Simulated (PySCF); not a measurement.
A series of derivatives of CCC(=CF)SC

Parent skeleton `[CH3:1][CH2:2][C:3](=[CH:4][F:5])[S:6][CH3:7]`; one hydrogen on atom 2 is replaced by X. Hydrogens on one atom are averaged.

PySCF 2.14 calculation with σ from GIAO-PBE0/pcSseg-1 and geometry: GFN2-xTB; a single conformation, no solvent model, one averaged value for each set of equivalent atoms, non-relativistic Hamiltonian.

Referencing at the same level of theory: ¹³C (σref 186.93) and ¹H (σref 31.72) vs TMS; ¹⁹F (σref 170.95) vs CFCl3; ³³S (σref 503.73) vs CS2.

Parent (X = H): C1 19.9, C2 29.2, C3 131.1, C4 151.4, F5 -153.8, S6 5.6, C7 20.6, H(C1) 1.20, H(C2) 1.83 ppm. Effects are Δδ = δ(X) − δ(H), positive for deshielding.

(1) Give Δδ (ppm) for X = C(S)CH3, CH2OCH3, CHF2, COO-, CH2OH, ethynyl, COCH3, CH2F, propynyl.

(2) Which position responds most, and to which substituents?

Results:

(1) 
```
       X                       SMILES    C1     C2    C3    C4     F5     S6    C7  H(C1)  H(C2)
 C(S)CH3    CS/C(=C\F)[C@@H](C)C(C)=S  +5.9  +26.3  -4.1  +9.5   +0.8  +15.9  +0.7  +0.28  +1.27
 CH2OCH3        COC[C@H](C)/C(=C/F)SC  +1.6  +12.1  +2.3  +4.2   +1.9   +2.2  +1.5  +0.12  -0.20
    CHF2      CS/C(=C/F)[C@H](C)C(F)F  -4.7  +16.5  +0.3  +5.1  +34.9  -19.9  +0.2  +0.24  +0.75
    COO-  CS/C(=C/F)[C@H](C)C(=O)[O-]  +2.4  +32.4  +2.8  -0.6  +28.1   +6.6  -1.0  +0.30  +0.90
   CH2OH        CS/C(=C/F)[C@@H](C)CO  -3.8  +19.9  +5.8  -3.4  +15.7  -15.2  -0.4  +0.08  -0.17
 ethynyl        C#C[C@H](C)/C(=C\F)SC  +3.9   -2.6  +6.3  -6.2  +17.9  -40.1  -2.4  +0.19  +2.38
   COCH3    CS/C(=C\F)[C@@H](C)C(C)=O  -0.4  +20.8  -4.9  +7.9   +0.8  +15.2  +0.9  +0.05  +0.70
    CH2F         CS/C(=C\F)[C@H](C)CF  +0.4  +12.9  -2.4  +4.6   -2.6  +10.0  +1.0  +0.10  -0.29
propynyl      CC#C[C@@H](C)/C(=C\F)SC  +3.4   +3.4  +4.5  -3.8  +21.8  -26.6  -1.6  +0.24  +0.76
```

(2) S6: from -40.1 ppm with ethynyl to +15.9 ppm with C(S)CH3.

Unscaled 19F shifts against computed CFCl3 carry errors that often reach 10 to 50 ppm.
